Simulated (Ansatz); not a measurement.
Born–Oppenheimer molecular dynamics of AlClF2H4O2 (10 atoms, charge 0, multiplicity 1). It starts at the highest image of a converged band. Of that band: The profile has 2 maxima (images 4, 6) with wells between them (image 5): this band takes more than one step, which may be the mechanism or a detour left from its start path. A structure lower than the first end lies on the path between it and the top, so the climb from that side starts below the end, which may itself be a saddle point or a shallow side well. A structure lower than the last end lies on the path between it and the top, so the climb from that side starts below the end, which may itself be a saddle point or a shallow side well. A vibrational analysis at the climbing image gives one clearly imaginary mode, 239i cm⁻¹: a first-order saddle point.

The calculation used RKS PBE-D4/def2-SVP (Ansatz 0.2.0).

```
ensemble                      : NVE (velocity Verlet)
time step                     : 0.5 fs
steps asked                   : 200
starting velocities drawn for : 300 K
seed                          : 3434
```

Frames 5 fs apart, positions in Å, forces in eV/Å.

Velocities at 5.0 fs (Å/ps):

```
Al 0.65 0.63 1.81
Cl -1.37 2.19 1.13
O -5.29 -6.10 -2.37
O 3.48 -4.41 1.72
H 2.67 7.02 1.65
F -0.54 2.05 -5.99
H -21.14 3.06 -4.94
F 3.61 1.29 1.09
H 0.46 5.81 16.11
H 19.37 -5.85 1.70
```

```xyz
10
Properties=species:S:1:pos:R:3:forces:R:3 time_fs=5.0 energy_less_start_eV=0.082 T=221
Al -0.314 -0.625 -0.205 0.79 -0.99 0.25
Cl 1.376 0.327 -1.349 -0.06 0.04 -0.06
O -0.014 -2.308 0.115 0.19 0.38 0.65
O -1.806 -0.052 -0.746 -0.67 0.28 -0.34
H 0.421 1.354 1.149 0.14 -0.04 -0.26
F -0.073 0.401 1.305 0.03 0.19 0.44
H 1.179 1.713 -0.302 0.32 0.11 0.23
F 1.079 2.271 0.583 -0.32 -0.19 -0.11
H 0.267 -2.604 1.012 -0.21 0.20 -0.71
H -2.149 -0.455 -1.557 -0.22 0.02 -0.09
10
Properties=species:S:1:pos:R:3:forces:R:3 time_fs=10.0 energy_less_start_eV=0.173 T=133
Al -0.306 -0.627 -0.194 0.94 -1.40 0.15
Cl 1.369 0.338 -1.343 -0.05 0.07 -0.08
O -0.039 -2.335 0.109 -0.27 1.23 -0.92
O -1.794 -0.071 -0.740 -1.07 0.21 -0.86
H 0.448 1.376 1.127 0.02 -0.19 -0.13
F -0.076 0.413 1.279 0.15 0.37 0.65
H 1.122 1.738 -0.305 0.53 -0.02 -0.05
F 1.094 2.276 0.588 -0.43 -0.06 0.05
H 0.240 -2.552 0.993 0.33 -0.42 0.95
H -2.088 -0.486 -1.574 -0.16 0.21 0.24
10
Properties=species:S:1:pos:R:3:forces:R:3 time_fs=15.0 energy_less_start_eV=0.158 T=148
Al -0.291 -0.640 -0.183 0.14 -0.90 -0.24
Cl 1.361 0.349 -1.338 0.11 0.05 -0.15
O -0.064 -2.348 0.100 0.55 0.47 1.29
O -1.797 -0.086 -0.744 -0.36 0.33 -0.10
H 0.480 1.361 1.075 -0.06 0.02 0.09
F -0.076 0.429 1.260 0.13 0.12 0.70
H 1.186 1.762 -0.313 0.37 -0.04 0.01
F 1.105 2.281 0.593 -0.20 0.01 -0.14
H 0.239 -2.551 1.029 -0.33 0.04 -1.14
H -2.078 -0.489 -1.573 -0.33 -0.09 -0.31
10
Properties=species:S:1:pos:R:3:forces:R:3 time_fs=20.0 energy_less_start_eV=0.139 T=166
Al -0.275 -0.662 -0.174 -0.87 0.04 -0.68
Cl 1.355 0.361 -1.334 0.33 0.00 -0.21
O -0.085 -2.350 0.100 -0.04 0.58 -0.75
O -1.806 -0.098 -0.752 0.07 -0.16 -0.41
H 0.499 1.350 1.039 -0.09 0.21 0.10
F -0.075 0.447 1.250 0.03 -0.24 0.63
H 1.331 1.776 -0.310 -0.11 -0.03 0.36
F 1.113 2.285 0.596 0.22 0.02 -0.46
H 0.217 -2.584 0.969 0.42 -0.58 1.06
H -2.126 -0.487 -1.591 0.04 0.16 0.37
10
Properties=species:S:1:pos:R:3:forces:R:3 time_fs=25.0 energy_less_start_eV=0.163 T=143
Al -0.266 -0.683 -0.171 -1.37 1.02 -0.87
Cl 1.351 0.373 -1.332 0.40 -0.14 -0.18
O -0.102 -2.348 0.100 0.71 -0.75 1.23
O -1.812 -0.111 -0.764 0.74 -0.01 0.44
H 0.492 1.375 1.027 -0.26 -0.13 0.12
F -0.073 0.461 1.248 0.05 -0.24 0.46
H 1.457 1.778 -0.240 -0.30 -0.22 -0.07
F 1.124 2.291 0.595 0.40 0.43 -0.03
H 0.228 -2.692 0.967 -0.27 0.21 -0.90
H -2.187 -0.471 -1.575 -0.10 -0.16 -0.21
10
Properties=species:S:1:pos:R:3:forces:R:3 time_fs=30.0 energy_less_start_eV=0.155 T=150
Al -0.269 -0.696 -0.175 -1.21 1.08 -0.88
Cl 1.349 0.384 -1.331 0.32 -0.35 -0.12
O -0.111 -2.353 0.110 0.23 -0.26 0.08
O -1.810 -0.124 -0.772 0.51 -0.14 0.12
H 0.436 1.385 1.039 0.06 0.11 -0.03
F -0.071 0.473 1.253 -0.21 -0.49 0.43
H 1.513 1.734 -0.177 -0.34 -0.07 -0.16
F 1.139 2.301 0.592 0.30 0.31 0.16
H 0.225 -2.812 0.883 0.17 -0.16 0.20
H -2.252 -0.475 -1.564 0.17 -0.03 0.20
10
Properties=species:S:1:pos:R:3:forces:R:3 time_fs=35.0 energy_less_start_eV=0.139 T=166
Al -0.283 -0.700 -0.187 -0.51 0.45 -0.35
Cl 1.349 0.393 -1.330 0.20 -0.46 -0.06
O -0.116 -2.363 0.124 0.13 0.15 -0.01
O -1.800 -0.139 -0.777 0.14 0.09 0.09
H 0.389 1.413 1.048 0.22 0.06 -0.02
F -0.072 0.479 1.262 -0.23 -0.38 0.20
H 1.491 1.677 -0.150 -0.22 0.19 -0.15
F 1.158 2.315 0.591 0.04 -0.05 0.17
H 0.243 -2.936 0.808 0.15 0.04 0.08
H -2.292 -0.495 -1.530 0.09 -0.09 0.05
10
Properties=species:S:1:pos:R:3:forces:R:3 time_fs=40.0 energy_less_start_eV=0.173 T=133
Al -0.301 -0.700 -0.201 0.52 -0.28 0.45
Cl 1.351 0.398 -1.330 0.07 -0.46 -0.03
O -0.119 -2.371 0.139 0.37 -0.05 0.38
O -1.788 -0.153 -0.780 -0.47 0.42 -0.08
H 0.389 1.448 1.055 0.10 -0.35 0.13
F -0.075 0.480 1.274 -0.01 0.07 -0.17
H 1.419 1.658 -0.164 0.06 0.25 -0.25
F 1.178 2.328 0.593 -0.30 -0.29 0.24
H 0.289 -3.042 0.727 -0.24 0.84 -0.52
H -2.314 -0.537 -1.488 -0.10 -0.15 -0.14
10
Properties=species:S:1:pos:R:3:forces:R:3 time_fs=45.0 energy_less_start_eV=0.185 T=122
Al -0.314 -0.702 -0.212 1.24 -0.67 0.78
Cl 1.353 0.401 -1.331 -0.06 -0.47 -0.04
O -0.120 -2.373 0.154 -0.74 1.81 -0.86
O -1.784 -0.161 -0.787 -1.27 0.32 -0.68
H 0.417 1.414 1.087 0.15 -0.11 0.01
F -0.079 0.481 1.284 -0.03 -0.11 -0.22
H 1.357 1.703 -0.225 0.11 0.39 0.16
F 1.194 2.338 0.597 -0.37 -0.55 -0.05
H 0.338 -3.051 0.618 0.78 -0.72 0.65
H -2.339 -0.603 -1.452 0.18 0.11 0.26
10
Properties=species:S:1:pos:R:3:forces:R:3 time_fs=50.0 energy_less_start_eV=0.139 T=166
Al -0.317 -0.709 -0.217 1.09 0.00 0.40
Cl 1.355 0.400 -1.331 -0.19 -0.48 -0.02
O -0.124 -2.361 0.164 0.61 -0.51 0.40
O -1.796 -0.163 -0.800 -0.55 0.51 -0.05
H 0.477 1.350 1.120 0.01 0.04 -0.13
F -0.082 0.481 1.291 -0.01 -0.30 -0.12
H 1.322 1.826 -0.262 0.15 -0.08 -0.04
F 1.205 2.342 0.602 -0.29 -0.07 0.26
H 0.459 -3.061 0.545 -0.59 1.10 -0.49
H -2.353 -0.668 -1.396 -0.25 -0.22 -0.21
10
Properties=species:S:1:pos:R:3:forces:R:3 time_fs=55.0 energy_less_start_eV=0.109 T=195
Al -0.311 -0.716 -0.218 0.21 1.00 -0.16
Cl 1.356 0.396 -1.332 -0.21 -0.44 0.00
O -0.127 -2.347 0.176 -0.44 0.21 -0.07
O -1.818 -0.160 -0.817 -0.25 -0.21 -0.18
H 0.539 1.294 1.124 -0.20 0.07 -0.17
F -0.086 0.478 1.297 0.16 -0.29 -0.16
H 1.319 1.937 -0.301 0.05 -0.28 0.16
F 1.213 2.344 0.609 -0.13 0.05 0.15
H 0.560 -2.952 0.432 0.60 -0.34 0.18
H -2.387 -0.750 -1.347 0.22 0.22 0.24
10
Properties=species:S:1:pos:R:3:forces:R:3 time_fs=60.0 energy_less_start_eV=0.116 T=188
Al -0.302 -0.714 -0.221 -0.64 1.70 -0.58
Cl 1.355 0.388 -1.332 -0.19 -0.40 0.02
O -0.130 -2.335 0.188 0.71 -0.96 0.32
O -1.842 -0.158 -0.835 0.72 -0.15 0.35
H 0.555 1.258 1.093 -0.26 0.18 0.02
F -0.088 0.471 1.300 0.24 -0.27 -0.26
H 1.330 1.984 -0.305 0.03 -0.27 0.24
F 1.220 2.347 0.618 -0.09 -0.01 -0.01
H 0.696 -2.837 0.329 -0.40 0.26 -0.07
H -2.402 -0.815 -1.271 -0.11 -0.08 -0.04
```

Of the whole run (100 fs, mean temperature of the second half 206 K): The conserved energy stayed within 0.076 meV per atom of its start (net change 0.018 meV per atom), so the integration is sound. A run of 0.1 ps of so small a system gives no equilibrium averages. The orbitals stay closed-shell, which can raise the energy where a bond breaks towards radicals; this wasn't checked here.

The run took 3.9 min on 2 threads of Intel(R) Xeon(R) Platinum 8559C (Emerald Rapids) (shared host), peak memory 0.17 GiB.
